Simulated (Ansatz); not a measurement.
C₂H₃FSn (`F[C]1=[CH][SnH2]1`), relaxed with RKS PBE-D4/def2-SVP in Ansatz from a rough embedded geometry. The force threshold is 0.03 eV/Å; the program also tests the step.

Total charge 0; spin multiplicity 1. Sn: def2 effective core potential.

Start:

```xyz
7

F    -1.655    1.894    0.517
C    -0.807    0.823    0.180
C    -0.722   -0.470   -0.474
Sn    1.012    0.022    0.346
H    -1.301   -1.250   -0.992
H     2.102    0.150   -1.106
H     1.372   -1.169    1.530
```

```json
{"step": "1", "energy (eV)": "-10657.3753", "largest force (eV/Å)": "4.201", "largest move (Å)": "0.000"}
{"step": "2", "energy (eV)": "-10658.4672", "largest force (eV/Å)": "1.622", "largest move (Å)": "0.195"}
{"step": "3", "energy (eV)": "-10658.6175", "largest force (eV/Å)": "0.608", "largest move (Å)": "0.192"}
{"step": "4", "energy (eV)": "-10658.6681", "largest force (eV/Å)": "0.432", "largest move (Å)": "0.084"}
{"step": "5", "energy (eV)": "-10658.6938", "largest force (eV/Å)": "0.215", "largest move (Å)": "0.071"}
{"step": "6", "energy (eV)": "-10658.6976", "largest force (eV/Å)": "0.084", "largest move (Å)": "0.045"}
{"step": "7", "energy (eV)": "-10658.6985", "largest force (eV/Å)": "0.089", "largest move (Å)": "0.025"}
{"step": "8", "energy (eV)": "-10658.6990", "largest force (eV/Å)": "0.017", "largest move (Å)": "0.010"}
```

End:

```xyz
7

F    -1.673    1.704    0.401
C    -0.810    0.720    0.142
C    -0.914   -0.457   -0.489
Sn    1.112   -0.183    0.219
H    -1.705   -1.026   -1.003
H     2.349    0.265   -0.895
H     1.642   -1.024    1.626
```

It took 9.5 s on 2 threads of an Arm Neoverse V2 on a shared host, with 0.12 GiB of host memory at the peak.
